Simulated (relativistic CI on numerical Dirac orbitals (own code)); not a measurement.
# Energy levels of Mo III

Method of calculation: Dirac-Coulomb-Breit CI, KLI orbitals optimised for each configuration, model QED, valence Slater integrals scaled by 0.85, P86 correlation energy added to each configuration (own radial code, finite nucleus).

Configurations in the expansion (outside the closed core [Kr]): 4d4, 4d3 5s, 4d3 5p, 4d2 5s2, 4d3 4f, 4d2 5s 5p, 4d3 5d, 4d3 6s, 4d3 6p, 4d2 4f2, 4d3 7s, 4d3 6d, 4d3 7p, 4d3 5f, 4d3 5g, 4d2 5p2, 4d3 7d, 4d3 6f, 4d2 5s 6s, 4d2 4f 5s, 4d2 5p 6s. Levels of other configurations are missing.

The lowest level is 4d4 5D_0, with 98 % of that term; Hund's rules for 4d4 give 5D with J = 0, in agreement.

```tsv
No.	Configuration	Term	J	E (eV)	%	Next component (%)	Landé g
1	4d4	5D	0	0.0000	98	1 3P	
2	4d4	5D	1	0.0257	99	1 3P	1.501
3	4d4	5D	2	0.0723	99		1.500
4	4d4	5D	3	0.1346	99		1.500
5	4d4	5D	4	0.2087	99	1 3F	1.499
6	4d4	3P	0	1.4936	94	2 4d3 5s 3P	
7	4d4	3P	1	1.6293	96	3 4d3 5s 3P	1.496
8	4d4	3H	4	1.6431	90	5 3G	0.826
9	4d4	3H	5	1.7043	95	4 3G	1.040
10	4d4	3H	6	1.7623	98	1 1I	1.164
11	4d4	3F	2	1.8151	96	2 4d3 5s 3F	0.676
12	4d4	3F	3	1.8225	82	16 3G	1.030
13	4d4	3P	2	1.8415	95	3 4d3 5s 3P	1.490
14	4d4	3F	4	1.8571	81	10 3G	1.204
15	4d4	3G	3	2.0658	83	16 3F	0.805
16	4d4	3G	4	2.1176	84	10 3F	1.066
17	4d4	3G	5	2.1638	95	4 3H	1.193
18	4d4	1I	6	2.5670	98	1 3H	1.002
19	4d4	3D	3	2.6001	97	1 4d3 5s 3D	1.330
20	4d4	3D	2	2.6051	91	6 1D	1.158
21	4d4	3D	1	2.6419	98	1 4d3 5s 3D	0.505
22	4d4	1G	4	2.6815	93	3 3F	1.005
23	4d4	1D	2	3.0102	87	6 3D	1.011
24	4d4	1S	0	3.0509	97	2 3P	
25	4d4	1F	3	3.5592	94	2 4d3 5s 1F	1.004
26	4d4	3P	2	4.1083	94	4 4d3 5s 3P	1.497
27	4d4	3F	2	4.2029	96	2 4d3 5s 3F	0.669
28	4d4	3F	4	4.2040	96	1 1G	1.246
29	4d4	3F	3	4.2240	94	2 1F	1.082
30	4d4	3P	1	4.2443	94	5 4d3 5s 3P	1.500
31	4d4	3P	0	4.3167	94	5 4d3 5s 3P	
32	4d3(4F) 5s	5F	1	4.3950	99	1 3D	0.001
33	4d3(4F) 5s	5F	2	4.4428	99		1.000
34	4d3(4F) 5s	5F	3	4.5129	99		1.250
35	4d3(4F) 5s	5F	4	4.6025	99		1.349
36	4d4	1G	4	4.6918	91	6 4d3 5s 1G	1.004
37	4d3(4F) 5s	5F	5	4.7084	99	1 3G	1.399
38	4d3(4P) 5s	5P	1	5.7222	98	2 3P	2.481
39	4d3(4F) 5s	3F	2	5.7286	87	6 5P	0.747
40	4d3(4P) 5s	5P	2	5.7528	90	6 3F	1.747
41	4d3(4F) 5s	3F	3	5.8418	60	34 5P	1.279
42	4d3(4P) 5s	5P	3	5.8509	65	32 3F	1.462
43	4d3(4F) 5s	3F	4	5.9771	89	6 3G	1.234
44	4d3(2G) 5s	3G	3	6.1806	96	3 3F	0.760
45	4d3(2G) 5s	3G	4	6.2152	87	6 3F	1.050
```

Energies count from the lowest computed level. Percentages are summed over parent terms; the parents shown are those of the largest component, closed shells are left out there.

The mean weight of the leading LS term, summed over parents, in these 45 levels is 93 %, and that of the leading jj configuration (from the same eigenvectors) 55 %, so LS coupling describes them better.

For a near-neutral ion this model can misplace configurations by up to about 10,000 cm⁻¹ (more where the count of f electrons changes) and terms by 10 to 25 % of their spread. Rates follow the energies as ν³ (E1, M1) or ν⁵ (E2), so they and the lifetimes can be off by large factors. The fine structure of a lone outer electron comes out too small, for d and f at times inverted, and misplaced configurations move strength between like terms. 61 of the 67 excited levels that our extract of the measured tables holds in this range could be paired (the sources list more); they are missed by 2251 cm⁻¹ on average and 4413 at most, and levels without a partner can miss by more.

Landé's interval rule says that E(J) − E(J−1) = AJ with one A. For the ground term the intervals give A = 207.2, 187.9, 167.5, 149.5 cm⁻¹ for J = 1, 2, 3, 4; the multiplet is regular.
